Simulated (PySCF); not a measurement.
## Basis-set dependence of population analyses: `FC1=C[SiH2]C=C1F`

Compound: C4H4F2Si.
Numbering: `[F:1][C:2]1=[CH:3][SiH2:4][CH:5]=[C:6]1[F:7]` (hydrogens: H8 on C3; H9, H10 on Si4; H11 on C5)

PBE0 throughout (PySCF), one geometry, spherical d and f functions. Isolated species at its PBE0-D3(BJ)/def2-SVP geometry, gas phase. Atoms taken as equivalent share a column and are averaged.

Mulliken charges (e):

```json
{"basis": "STO-3G", "functions": "43", "F1/F7": "-0.067", "C2/C6": "+0.074", "C3/C5": "-0.293", "Si4": "+0.632", "H8/H11": "+0.079", "H9/H10": "-0.109"}
{"basis": "6-31G", "functions": "75", "F1/F7": "-0.296", "C2/C6": "+0.336", "C3/C5": "-0.523", "Si4": "+0.746", "H8/H11": "+0.201", "H9/H10": "-0.091"}
{"basis": "pcSseg-0", "functions": "75", "F1/F7": "-0.340", "C2/C6": "+0.341", "C3/C5": "-0.754", "Si4": "+1.032", "H8/H11": "+0.272", "H9/H10": "-0.035"}
{"basis": "6-31G*", "functions": "110", "F1/F7": "-0.292", "C2/C6": "+0.358", "C3/C5": "-0.456", "Si4": "+0.493", "H8/H11": "+0.205", "H9/H10": "-0.062"}
{"basis": "cc-pVDZ", "functions": "122", "F1/F7": "-0.139", "C2/C6": "+0.135", "C3/C5": "-0.190", "Si4": "+0.397", "H8/H11": "+0.040", "H9/H10": "-0.044"}
{"basis": "def2-SVP", "functions": "122", "F1/F7": "-0.177", "C2/C6": "+0.222", "C3/C5": "-0.318", "Si4": "+0.532", "H8/H11": "+0.063", "H9/H10": "-0.055"}
{"basis": "aug-cc-pVDZ", "functions": "201", "F1/F7": "-0.557", "C2/C6": "+0.762", "C3/C5": "+0.077", "Si4": "-0.046", "H8/H11": "-0.515", "H9/H10": "+0.257"}
{"basis": "6-311+G(2d,p)", "functions": "221", "F1/F7": "-0.317", "C2/C6": "+0.303", "C3/C5": "-0.348", "Si4": "+0.585", "H8/H11": "+0.125", "H9/H10": "-0.056"}
{"basis": "def2-TZVP", "functions": "247", "F1/F7": "-0.161", "C2/C6": "+0.195", "C3/C5": "-0.305", "Si4": "+0.273", "H8/H11": "+0.147", "H9/H10": "-0.012"}
{"basis": "cc-pVTZ", "functions": "270", "F1/F7": "-0.126", "C2/C6": "+0.192", "C3/C5": "-0.324", "Si4": "+0.315", "H8/H11": "+0.130", "H9/H10": "-0.030"}
{"basis": "IGLO-III", "functions": "294", "F1/F7": "-0.216", "C2/C6": "+0.292", "C3/C5": "-0.413", "Si4": "+0.795", "H8/H11": "+0.092", "H9/H10": "-0.152"}
{"basis": "pcSseg-2", "functions": "315", "F1/F7": "-0.236", "C2/C6": "+0.269", "C3/C5": "-0.314", "Si4": "+0.648", "H8/H11": "+0.076", "H9/H10": "-0.120"}
```

IAO charges (e):

```csv
basis,functions,F1/F7,C2/C6,C3/C5,Si4,H8/H11,H9/H10
STO-3G,43,-0.080,+0.107,-0.447,+0.781,+0.137,-0.108
6-31G,75,-0.227,+0.247,-0.462,+0.652,+0.183,-0.068
pcSseg-0,75,-0.212,+0.241,-0.469,+0.651,+0.181,-0.065
6-31G*,110,-0.236,+0.281,-0.500,+0.775,+0.174,-0.107
cc-pVDZ,122,-0.236,+0.280,-0.499,+0.769,+0.175,-0.104
def2-SVP,122,-0.235,+0.278,-0.497,+0.781,+0.172,-0.109
aug-cc-pVDZ,201,-0.249,+0.285,-0.501,+0.775,+0.180,-0.103
"6-311+G(2d,p)",221,-0.250,+0.285,-0.509,+0.807,+0.180,-0.110
def2-TZVP,247,-0.249,+0.290,-0.513,+0.816,+0.179,-0.114
cc-pVTZ,270,-0.247,+0.289,-0.511,+0.801,+0.179,-0.110
IGLO-III,294,-0.250,+0.288,-0.512,+0.815,+0.180,-0.113
pcSseg-2,315,-0.249,+0.289,-0.513,+0.813,+0.180,-0.113
```

**Question.** Which scheme is steadiest as the basis changes?

**Answer.** Largest range over the bases for any column: IAO 0.18 e, Mulliken 1.08 e. IAO charges move least and Mulliken charges most, counted in e. Without the minimal STO-3G basis the ranges are IAO 0.17, Mulliken 1.08 e.

**Question.** How much do the charges still move between the two largest bases, IGLO-III and pcSseg-2?

**Answer.** At most, over all atoms: Mulliken 0.147 e, IAO 0.002 e.

**Question.** What do the same runs give for the total energy, the frontier levels and the dipole moment?

**Answer.** 
```json
{"basis": "STO-3G", "energy (Eh)": "-635.3979", "HOMO (eV)": "-4.05", "LUMO (eV)": "2.18", "μ (D)": "0.95"}
{"basis": "6-31G", "energy (Eh)": "-643.3229", "HOMO (eV)": "-7.04", "LUMO (eV)": "-1.48", "μ (D)": "2.34"}
{"basis": "pcSseg-0", "energy (Eh)": "-642.3068", "HOMO (eV)": "-7.37", "LUMO (eV)": "-1.79", "μ (D)": "2.43"}
{"basis": "6-31G*", "energy (Eh)": "-643.4414", "HOMO (eV)": "-6.84", "LUMO (eV)": "-1.35", "μ (D)": "1.40"}
{"basis": "cc-pVDZ", "energy (Eh)": "-643.4861", "HOMO (eV)": "-6.98", "LUMO (eV)": "-1.46", "μ (D)": "1.46"}
{"basis": "def2-SVP", "energy (Eh)": "-643.1121", "HOMO (eV)": "-7.11", "LUMO (eV)": "-1.60", "μ (D)": "1.64"}
{"basis": "aug-cc-pVDZ", "energy (Eh)": "-643.5120", "HOMO (eV)": "-7.12", "LUMO (eV)": "-1.67", "μ (D)": "1.85"}
{"basis": "6-311+G(2d,p)", "energy (Eh)": "-643.5880", "HOMO (eV)": "-7.15", "LUMO (eV)": "-1.71", "μ (D)": "1.85"}
{"basis": "def2-TZVP", "energy (Eh)": "-643.6244", "HOMO (eV)": "-7.12", "LUMO (eV)": "-1.66", "μ (D)": "1.67"}
{"basis": "cc-pVTZ", "energy (Eh)": "-643.6092", "HOMO (eV)": "-7.09", "LUMO (eV)": "-1.61", "μ (D)": "1.58"}
{"basis": "IGLO-III", "energy (Eh)": "-643.6293", "HOMO (eV)": "-7.13", "LUMO (eV)": "-1.69", "μ (D)": "1.77"}
{"basis": "pcSseg-2", "energy (Eh)": "-643.6275", "HOMO (eV)": "-7.17", "LUMO (eV)": "-1.72", "μ (D)": "1.82"}
```

The dipole is fixed by the density alone, so its range of 1.48 D shows that the density itself changes with the basis, not only its division among atoms.
